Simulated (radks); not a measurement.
Values are calculated unless marked as measured or tabulated.
Question: Lu I, configuration [Xe] 4f14 6s2 6p1 (not the ground configuration). Code: a radial shooting solver on a logarithmic mesh with Libxc functionals. Model: scalar-relativistic Kohn-Sham, XLYP, spin-polarised, spherical densities, point nucleus; open shells are filled with parallel spins first (spin-orbit coupling, left out, can overturn this in heavy ions). Some entries of the table are withheld. Estimate them.

orbital,occ.,eigenvalue (Ry),<r> (bohr)
1s up,1,-4649.562,0.01932
1s down,1,-4649.562,0.01932
2s up,1,-791.6440,0.08182
2s down,1,-791.6438,0.08182
2p up,3,-696.4174,0.07291
2p down,3,-696.4171,0.07291
3s up,1,-179.5528,0.2126
3s down,1,-179.5526,0.2126
3p up,3,-150.9845,0.2123
3p down,3,-150.9843,0.2123
3d up,5,-116.7060,0.1925
3d down,5,-116.7058,0.1925
4s up,1,-35.90043,0.4779
4s down,1,-35.90007,0.4779
4p up,3,-26.52854,0.5079
4p down,3,-26.52816,0.5079
4d up,5,-14.31213,0.5476
4d down,5,-14.31164,0.5476
5s up,1,-4.70540,1.169
5s down,1,-4.70330,1.169
5p up,3,-2.53457,1.388
5p down,3,-2.53263,1.387
4f up,7,-0.91755,(1)
4f down,7,-0.91659,(2)
6s up,1,-0.44196,3.437
6s down,1,-0.41904,3.421
5d up,0,(3),(4)
5d down,0,(5),(6)
6p up,1,-0.15750,4.871
6p down,0,-0.13431,5.028

Answer: 
(1) 4f up <r> (bohr): 0.7225
(2) 4f down <r> (bohr): 0.7222
(3) 5d up eigenvalue (Ry): -0.27160
(4) 5d up <r> (bohr): 2.537
(5) 5d down eigenvalue (Ry): -0.26054
(6) 5d down <r> (bohr): 2.494
